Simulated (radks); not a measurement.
Initial-state core-level shifts of the mercury ion Hg2+ when its valence configuration changes from [Xe] 4f14 5d10. All-electron calculation, Dirac Kohn-Sham, PBE, spin-unpolarised, spherical densities, finite nucleus; open shells fill j = l - 1/2 first; Fermi nuclear charge, rms radius 5.4648 fm. Program: a radial shooting solver on a logarithmic mesh with Libxc functionals. Shifts are changes of the shell-averaged eigenvalues in eV (positive: less bound); the change of the density at the nucleus, which sets a Mossbauer isomer shift, is in e/bohr^3, on a base of 2.324e+06.

4f13 5d10 6p1: 1s -18.105; 2s -19.550; 3s -21.648; 4s -19.153; density at nucleus +200.5
4f14 5d9.5 6p0.5: 1s -2.514; 2s -2.600; 3s -2.587; 4s -2.570; density at nucleus +12.8
4f13 5d10 6s1: 1s -16.832; 2s -18.296; 3s -20.379; 4s -17.878; density at nucleus +419.1
4f12 5d10 6s2: 1s -34.607; 2s -37.644; 3s -41.891; 4s -36.527; density at nucleus +892.7
4f14 5d9 6p1: 1s -5.063; 2s -5.243; 3s -5.212; 4s -5.175; density at nucleus +27.5
4f13.5 5d10 6s0.5: 1s -8.294; 2s -9.013; 3s -10.043; 4s -8.837; density at nucleus +202.9
4f14 5d9 6s1: 1s -3.799; 2s -3.998; 3s -3.953; 4s -3.910; density at nucleus +240.6
4f11 5d10 6s2 6p1: 1s -54.498; 2s -59.201; 3s -65.702; 4s -57.103; density at nucleus +1174.5
4f12.5 5d10 6s0.5 6p1: 1s -26.872; 2s -29.091; 3s -32.261; 4s -28.381; density at nucleus +423.2
